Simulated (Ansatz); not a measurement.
Gas-phase electronic energies from Ansatz, PBE0-D4/def2-TZVP geometries. CCSD(T)/CBS is the MP2 limit (def2-TZVPP, def2-QZVPP) plus CCSD(T) − MP2 in def2-TZVPP, frozen cores. DFT in def2-TZVPP. B3LYP here is the variant with VWN-RPA as its local correlation; programs differ in this. HSE06 is defined as in plane-wave codes.

Consider the isomerisation: `F[Si]1(F)C=C1` → `FC1=C(F)[SiH2]1`.

`F[Si]1(F)C=C1`:

Cartesian coordinates in Å:
```
F -2.107 -0.110 -0.727
Si -0.732 0.449 -0.182
F -0.982 2.003 -0.041
C 0.405 -0.473 0.793
C 0.837 -0.288 -0.485
H 0.842 -0.982 1.645
H 1.736 -0.598 -1.004
```

`FC1=C(F)[SiH2]1`:

Cartesian coordinates in Å:
```
F 1.889 0.636 -1.132
C 0.797 0.322 -0.464
C -0.098 0.923 0.305
F -0.335 2.129 0.779
Si -0.475 -0.845 0.108
H -1.562 -1.329 -0.780
H -0.215 -1.835 1.184
```

| level | ΔE (eV) | difference from CCSD(T)/CBS |
| --- | --- | --- |
| LDA (SPW92) | 4.12 | -0.69 |
| PBE-D4 | 4.17 | -0.64 |
| revPBE-D4 | 4.17 | -0.64 |
| BLYP-D4 | 4.34 | -0.47 |
| r2SCAN-D4 | 4.54 | -0.27 |
| B97M-V | 4.61 | -0.20 |
| PBE0-D4 | 4.40 | -0.41 |
| B3LYP-D4 | 4.52 | -0.29 |
| r2SCANh-D4 | 4.60 | -0.21 |
| r2SCAN0-D4 | 4.67 | -0.14 |
| HSE06-D4 | 4.39 | -0.42 |
| BHLYP-D4 | 4.76 | -0.05 |
| CAM-B3LYP-D4 | 4.61 | -0.20 |
| ωB97X-V | 4.54 | -0.27 |
| ωB97M-V | 4.63 | -0.18 |
| B2PLYP | 4.67 | -0.14 |
| PBE-QIDH | 4.68 | -0.13 |
| PBE | 4.16 | -0.65 |
| revPBE | 4.14 | -0.67 |
| BLYP | 4.31 | -0.50 |
| r2SCAN | 4.54 | -0.27 |
| PBE0 | 4.39 | -0.42 |
| B3LYP | 4.50 | -0.31 |
| r2SCAN0 | 4.67 | -0.14 |
| BHLYP | 4.75 | -0.06 |
| CAM-B3LYP | 4.60 | -0.21 |
| LC-ωPBE | 4.54 | -0.27 |
| RPA@PBE/def2-TZVPP | 4.53 | -0.28 |
| HF/def2-SVP | 4.44 | -0.37 |
| MP2/def2-SVP | 4.38 | -0.43 |
| CCSD/def2-SVP | 4.26 | -0.55 |
| MP2/def2-TZVPP | 4.89 | 0.08 |
| SCS-MP2/def2-TZVPP | 4.82 | 0.01 |
| CCSD/def2-TZVPP | 4.78 | -0.03 |
| CCSD(T)/def2-TZVPP | 4.71 | -0.10 |
| HF/def2-QZVPP | 4.93 | 0.12 |
| MP2/def2-QZVPP | 4.96 | 0.15 |
| SCS-MP2/def2-QZVPP | 4.89 | 0.08 |
| HF/CBS(def2) | 4.94 | 0.13 |
| MP2/CBS(def2) | 4.99 | 0.18 |
| CCSD(T)/CBS | 4.81 | 0 |

What do rigid-rotor, harmonic-oscillator terms from PBE0-D4/def2-TZVP frequencies (298.15 K, 1 bar) make of the CCSD(T)/CBS value? (Best estimate.)

Ansatz gave: ΔZPE = -0.12 eV, ΔH = +4.69 eV, ΔS = 3 J/(mol·K), ΔG = +4.68 eV.

Largest T1 diagnostic among the species: 0.014.

From r2SCAN to r2SCAN0 (25 % exact exchange), in def2-TZVPP and without D4, ΔE moves by +0.12 eV. At CCSD(T), def2-SVP lies −0.63 eV from the extrapolated value and def2-TZVPP −0.10 eV. Leaving LDA and LC-ωPBE aside and taking each functional with its dispersion term where it has one, the values spread over 0.59 eV, from revPBE-D4 to BHLYP-D4. LDA lies −0.04 eV from PBE without D4.
